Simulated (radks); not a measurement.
Values are calculated unless marked as measured or tabulated.
Spherical quantum dot in the effective-mass picture: electrons in a hard-walled sphere of radius 2.36, with a point charge +1 (a donor) at the centre, all in effective atomic units (hartree* = m*/eps^2 hartree, bohr* = eps/m* bohr), one dielectric constant everywhere. Level of theory: non-relativistic Kohn-Sham, LDA (Slater exchange, Perdew-Wang correlation), spin-polarised, spherical densities (a radial shooting solver with Libxc functionals). Levels are named by radial order and angular momentum (1s, 1p, 1d, 2s, ...), and open shells are averaged over m. Results are scaled to m* = 0.403 and eps = 17.1, for which hartree* = 37.5 meV and bohr* = 2.245 nm.

N = 17, configuration 1s2 1p6 1d(up 5, down 4). This is the lowest configuration that the search found. Occupied and some empty levels:

| level | occupation | eigenvalue (meV) | <r> (nm) |
|---|---|---|---|
| 1s up | 1 | 363.30 | 3.004 |
| 1s down | 1 | 364.07 | 2.997 |
| 1p up | 3 | 389.91 | 3.442 |
| 1p down | 3 | 390.82 | 3.440 |
| 1d up | 5 | 425.92 | 3.651 |
| 1d down | 4 | 426.86 | 3.650 |
| 2s up | 0 | 448.00 | 2.363 |
| 2s down | 0 | 448.43 | 2.366 |
| 1f up | 0 | 472.04 | 3.798 |
| 1f down | 0 | 473.00 | 3.798 |
| 2p up | 0 | 526.60 | 2.740 |
| 2p down | 0 | 527.17 | 2.740 |

Energy (meV): total 3873.63, kinetic 1558.3, external -443.61, Hartree 3157.1, exchange-correlation -398.13.
